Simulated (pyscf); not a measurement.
## Four-centre exchange: H₃Si–O–AsH₂ + GaH₃ -> AsH₃ + H₃Si–O–GaH₂

Gas phase, singlet surface, charge 0. Bonds broken: As1–O2, Ga9–H10. Bonds formed: As1–H10, O2–Ga9. Structures and frequencies: ωB97X-D3(BJ)/def2-SVP in PySCF.

Transition state (Å):

```xyz
12

As    -2.4505    -1.0143     0.6216
O     -0.5394    -0.1538     0.4065
Si     0.1998     0.1460    -1.0672
H     -3.7250    -0.1719     0.7772
H     -2.4409    -0.6373    -0.8755
H     -0.5666     1.1582    -1.8492
H      1.5673     0.6643    -0.7814
H      0.2835    -1.1185    -1.8489
Ga    -0.6592     0.8793     2.0369
H     -2.1011    -0.0388     2.1009
H     -0.9998     2.3655     1.6832
H      0.3347     0.3720     3.1292
```

One imaginary mode, 558i cm⁻¹; descent along it reached the two sides named, in the forms told below.

```csv
bond,change,reactant side (Å),saddle,product side
As1–O2,breaks,1.839,2.107,3.2
Ga9–H10,breaks,1.585,1.711,2.322
As1–H10,forms,2.9,1.806,1.531
O2–Ga9,forms,2.113,1.934,1.797
```

Electronic energies relative to the separated reactants (kcal/mol):

```json
[
 {"level": "ωB97X-D3(BJ)/def2-TZVP", "barrier": "1.5", "reaction energy": "-25.0", "reverse barrier": "26.5"},
 {"level": "PBE/def2-TZVP", "barrier": "1.6", "reaction energy": "-25.9", "reverse barrier": "27.5"},
 {"level": "r²SCAN/def2-TZVP", "barrier": "0.4", "reaction energy": "-27.5", "reverse barrier": "27.9"},
 {"level": "B3LYP-D3(BJ)/def2-TZVP", "barrier": "2.9", "reaction energy": "-25.4", "reverse barrier": "28.3"},
 {"level": "PBE0-D3(BJ)/def2-TZVP", "barrier": "1.3", "reaction energy": "-25.9", "reverse barrier": "27.2"},
 {"level": "M06-2X/def2-TZVP", "barrier": "0.9", "reaction energy": "-27.3", "reverse barrier": "28.2"},
 {"level": "ωB97M-D3(BJ)/def2-TZVP", "barrier": "5.8", "reaction energy": "-25.2", "reverse barrier": "31.0"},
 {"level": "HF/def2-TZVP", "barrier": "18.9", "reaction energy": "-26.7", "reverse barrier": "45.6"}
]
```

With ωB97M-D3(BJ)/def2-TZVP energies and thermal terms (ideal gas, 1 atm, RRHO with modes under 100 cm⁻¹ raised to 100, one conformer, R ln 2 for chiral ones without a mode under 150 cm⁻¹), in kcal/mol:

```tsv
T (K)	ΔH‡	ΔG‡	ΔH	ΔG
298	6.9	17.8	-24.5	-25.3
600	7.1	28.8	-24.5	-26.1
900	7.6	39.6	-24.6	-26.9
1200	8.2	50.2	-24.7	-27.6
```

On the reactant side the descent ends in an adduct with a Ga–O contact, 17.8 kcal/mol under the separated species and 19.3 kcal/mol under the saddle at ωB97X-D3(BJ)/def2-TZVP. On the product side the descent ends in a complex, 5.1 kcal/mol under the separated species and 31.6 kcal/mol under the saddle at ωB97X-D3(BJ)/def2-TZVP. What is counted as formed (Ga–O) is already present as a longer contact in the reactant adduct; forming that adduct is a step of its own. H₃Si–O–AsH₂ lies 10.7 kcal/mol over its isomer HO–SiH₂–AsH₂ (electronic energy, ωB97M-D3(BJ)/def2-TZVP). This is the saddle that the search found; another between the same sides may lie lower. Elements up to Kr have no core potential and no relativistic terms here.
